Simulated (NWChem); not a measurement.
[Be]([SiH3])[SeH] (BeSiH$_{4}$Se), optimised at PBE0/def2-SVP with NWChem:

| Item | Result |
|---|---|
| highest occupied level (eV) | -7.40 |
| orbital gap (eV) | 5.81 |
| dipole (D) | 0.76 |
| highest harmonic frequency (cm⁻¹) | 2436 |
| zero-point energy (kcal/mol) | 21.1 |

All stand in one matching conformer (torsions within 35°), which need not be the lowest. This build's default masses of Se (78.918 u) and Br (79.917 u) are each other's, which moves their modes by up to 0.6 %.

Q: One Be atom is replaced by O, giving [SiH3]O[SeH] (SiH4SeO), optimised at the same level. How do these values move?

A: 
```json
[
 {"quantity": "highest occupied level (eV)", "new value": "-6.76", "change": "+0.64"},
 {"quantity": "orbital gap (eV)", "new value": "5.43", "change": "-0.38"},
 {"quantity": "dipole (D)", "new value": "1.33", "change": "+0.57"},
 {"quantity": "highest harmonic frequency (cm⁻¹)", "new value": "2402", "change": "-34"},
 {"quantity": "zero-point energy (kcal/mol)", "new value": "23.2", "change": "+2.1"}
]
```
